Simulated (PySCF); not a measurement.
Match the calculated data to a structure.

All candidates are C5H14N2.

* Dipole: 1.15 D [PBE0/pcSseg-1]
* Rotational structure: rotational constants A, B, C: 6.805, 1.048, 0.956 GHz [GFN2-xTB]
* 13C NMR: chemical shifts (computed TMS as zero) by class: 60.5 (1 C), 47.6 (2 C), 46.8 (1 C), 37.1 (1 C) ppm [GIAO PBE0/pcSseg-1]
* 1H NMR: chemical shifts (computed TMS as zero) by class: 2.90 (2 H), 2.22 (6 H), 2.03 (2 H), 1.68 (2 H), 0.55 (2 H) ppm [GIAO PBE0/pcSseg-1]
* NMR, other nuclei: isotropic shieldings of nuclei other than C and H, by class: 221 (1 N), 229 (1 N) ppm [GIAO PBE0/pcSseg-1]

Gas-phase values; electronic properties from PySCF, density fitting. Levels stand in brackets. Isolated species at its GFN2-xTB geometry (one conformer only). NMR classes are plain means over equivalent atoms (diastereotopic ones count apart unless rotation or inversion swaps them), as if these changed places fast.

Problem. Which candidate is it?
A. `CCCCNNC`
B. `CNNC(C)(C)C`
C. `CNCCCNC`
D. `CN(C)CCCN`

Solution. D. It is `CN(C)CCCN`. Numbering: `[CH3:1][N:2]([CH3:3])[CH2:4][CH2:5][CH2:6][NH2:7]`. Its formula, C5H14N2, gives 0 degrees of unsaturation, so no ring and no π bond. 5 carbons fall into 4 classes; from least to most shielded: sp3 carbon bound to nitrogen [C4] (60.5 ppm), N-methyl carbon [C1/C3] (47.6 ppm, 2 C, up to 5.4 ppm apart in this geometry), sp3 carbon bound to nitrogen [C6] (46.8 ppm), chain CH2 carbon [C5] (37.1 ppm). Hydrogen classes from least to most shielded: 2 H on an sp3 carbon bound to nitrogen, C6 (2.90 ppm), 6 H on 2 N-methyl carbons, C1/C3 (2.22 ppm, a mean of values up to 1.3 ppm apart in this geometry), 2 H on an sp3 carbon bound to nitrogen, C4 (2.03 ppm), 2 H on a chain CH2 carbon, C5 (1.68 ppm, a mean of values up to 0.5 ppm apart in this geometry), 2 H on a primary amine nitrogen, N7 (0.55 ppm, a mean of values up to 0.6 ppm apart in this geometry). The other shieldings belong to: 221 ppm, tertiary amine nitrogen [N2]; 229 ppm, primary amine nitrogen [N7]. The optimised geometry has point group C1 and is an asymmetric top.

The others, at the same levels:
- `CNCCCNC` fails: it has 3 carbon classes against 4; its computed 13C shifts are 55.0 (2 C), 39.0 (2 C), 33.8 (1 C) ppm and 1H shifts are 2.86 (4 H), 2.59 (6 H), 1.43 (2 H), -0.53 (2 H) ppm.
- `CNNC(C)(C)C` fails: it has 3 carbon classes against 4; its computed 13C shifts are 54.5 (1 C), 43.3 (1 C), 29.0 (3 C) ppm, 1H shifts are 2.76 (3 H), 2.26 (1 H), 2.15 (1 H), 1.08 (9 H) ppm and rotational constant A is 4.176 GHz (against 6.805 GHz).
- `CCCCNNC` fails: it has 5 carbon classes against 4; its computed 13C shifts are 46.2 (1 C), 36.4 (1 C), 31.4 (1 C), 23.9 (1 C), 17.1 (1 C) ppm, 1H shifts are 2.96 (2 H), 2.60 (3 H), 2.16 (1 H), 2.12 (1 H), 1.55 (2 H), 1.21 (2 H), 1.00 (3 H) ppm and rotational constant A is 5.014 GHz (against 6.805 GHz).

Each candidate is one conformer, not necessarily the lowest. Dipoles, sizes and rotational constants follow the conformer. The torsions of the flexible species, by atom-mapped SMILES:
- `[CH3:1][N:2]([CH3:3])[CH2:4][CH2:5][CH2:6][NH2:7]`: C1–N2–C4–C5 70°, N2–C4–C5–C6 168°, C4–C5–C6–N7 173°, H–N7–C6–C5 61°, H–N7–C6–C5 180°
- `[CH3:1][NH:2][CH2:3][CH2:4][CH2:5][NH:6][CH3:7]`: C1–N2–C3–C4 68°, N2–C3–C4–C5 178°, C3–C4–C5–N6 63°, C4–C5–N6–C7 180°
- `[CH3:1][NH:2][NH:3][C:4]([CH3:5])([CH3:6])[CH3:7]`: C1–N2–N3–C4 152°, N2–N3–C4–C5 -178°
- `[CH3:1][CH2:2][CH2:3][CH2:4][NH:5][NH:6][CH3:7]`: C1–C2–C3–C4 -177°, C2–C3–C4–N5 59°, C3–C4–N5–N6 67°, C4–N5–N6–C7 54°
